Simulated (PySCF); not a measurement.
# C₆ coefficients of unlike pairs at PBE

Calculated with PySCF 2.14 from the dipole response of each species, C₆(A,B) = (3/π) ∫ α_A(iu) α_B(iu) du, in atomic units, from isotropic polarisabilities. For ions this is the dispersion term alone; charge-induced terms of lower order in 1/R come first.

| species | configuration | basis | relativity | α (bohr³) | C₆ (like pair) |
| --- | --- | --- | --- | --- | --- |
| F⁺ | [He] 2s2 2p4 (3P) | x2c-TZVPPall with one added diffuse shell each of s, p, d type (6s4p3d1f) | spin-free X2C | 1.885 | 3.527 |
| Ar³⁺ | [Ne] 3s2 3p3 (4S) | aug-cc-pV(D+d)Z (5s4p3d) | none | 3.572 | 9.621 |
| Mg⁺ | [Ne] 3s1 (2S) | aug-cc-pCVTZ-DK (8s7p5d3f) | spin-free X2C | 33.28 | 142.7 |
| Mg²⁺ | [Ne] (1S) | def2-TZVPPD (5s5p3d) | none | 0.3766 | 0.3569 |

Estimate C₆ for Ar³⁺ with F⁺.

The integral gives 5.753. The combination rule 2 C_A C_B / (C_A α_B/α_A + C_B α_A/α_B) gives 5.771 and the geometric mean 5.825.

No spin-orbit coupling is included.

The other pairs:

```json
{"pair": "Mg²⁺, Mg⁺", "C₆": "3.378"}
{"pair": "Mg²⁺, F⁺", "C₆": "1.025"}
{"pair": "Mg⁺, Ar³⁺", "C₆": "27.06"}
{"pair": "Mg²⁺, Ar³⁺", "C₆": "1.570"}
{"pair": "Mg⁺, F⁺", "C₆": "14.93"}
```
